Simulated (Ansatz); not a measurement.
```xyz
7

N     0.720   -0.071   -0.942
W    -0.469    0.067    0.570
O    -1.075   -1.491    0.896
O     0.439    0.637    1.893
F    -1.878    1.235    0.215
H     0.680   -0.824   -1.613
H     1.583    0.447   -1.018
```

The species carries charge 0 and has multiplicity 1. W: def2 effective core potential.

Task: List the r2SCAN/def2-TZVPP orbital energies in eV (the Gaussian-basis code of Ansatz). (Best estimate.)

Result: Computed: Occupied: -666.66, -516.25, -516.25, -386.42, -81.89, -45.78, -45.64, -45.45, -30.91, -24.48, -24.02, -23.14, -13.94, -12.48, -12.20, -11.66, -11.45, -10.46, -10.15, -9.44, -9.35, -8.80, -7.91, -7.85. Lowest empty: -2.38, -2.27, -1.02, -0.64, -0.30, 0.18, 1.51, 2.28.
